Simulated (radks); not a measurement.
All-electron atom: Ni2+ in [Ar] 3d8. Calculated with a radial shooting solver on a logarithmic mesh with Libxc functionals: Dirac Kohn-Sham, AM05, spin-unpolarised, spherical densities, point nucleus; open shells fill j = l - 1/2 first. Some entries of the table are withheld. Estimate them.

orbital,occ.,eigenvalue (eV),<1/r> (bohr^-1)
1s1/2,2,(1),(2)
2s1/2,2,-998.8986,6.089
2p1/2,2,-874.4538,6.045
2p3/2,4,-857.0151,5.920
3s1/2,2,-130.1397,1.920
3p1/2,2,-92.2616,1.790
3p3/2,4,-90.0578,1.760
3d3/2,4,(3),1.392
3d5/2,4,(4),1.384
4s1/2,0,-21.3703,0.5579
4p1/2,0,-14.8258,0.4573
4p3/2,0,-14.6714,0.4524

Answer. 
(1) 1s1/2 eigenvalue (eV): -8214.151
(2) 1s1/2 <1/r> (bohr^-1): 28.06
(3) 3d3/2 eigenvalue (eV): -28.4732
(4) 3d5/2 eigenvalue (eV): -28.2271
